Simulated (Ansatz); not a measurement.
Reaction (ligand exchange at the Si–Cl bond): `C[SiH](Cl)Cl` + `N=C=O` → `C[SiH](Cl)N=C=O` + HCl

Computed with Ansatz on PBE0-D4/def2-TZVP structures; ΔE is electronic, products minus reactants. CCSD(T)/CBS adds triple-zeta CCSD(T) − MP2 to the extrapolated MP2 energy (def2 sets, frozen cores). This one scheme is used for every species. DFT in def2-TZVPP. Each species was taken in one conformer, which may not be the lowest.

(1) Is it downhill or uphill in electronic energy at CCSD(T)/CBS, and by how much? (An estimate is asked.)

(2) What do these levels give: PBE-D4, PBE-QIDH, revPBE, MP2/def2-TZVPP, MP2/def2-QZVPP, MP2/CBS(def2)? (Estimate.)

Largest T1 diagnostic among the species: 0.018.

Answers

(1) Ansatz gave: Nearly level: ΔE = +0.02 eV.

(2) Computed: PBE-D4 0.11, PBE-QIDH 0.03, revPBE 0.13, MP2/def2-TZVPP 0.00, MP2/def2-QZVPP 0.01, MP2/CBS(def2) 0.03 eV.

Leaving LDA and LC-ωPBE aside and taking each functional with its dispersion term where it has one, the values, not all of them listed here, spread over 0.13 eV, from BHLYP-D4 to PBE-D4. LDA lies −0.05 eV from PBE without D4. In def2-TZVPP, CCSD(T) changes the Hartree–Fock value by +0.06 eV (the triples alone add +0.02 eV) and MP2 by +0.07 eV. At CCSD(T), def2-SVP lies −0.06 eV from the extrapolated value and def2-TZVPP −0.04 eV.
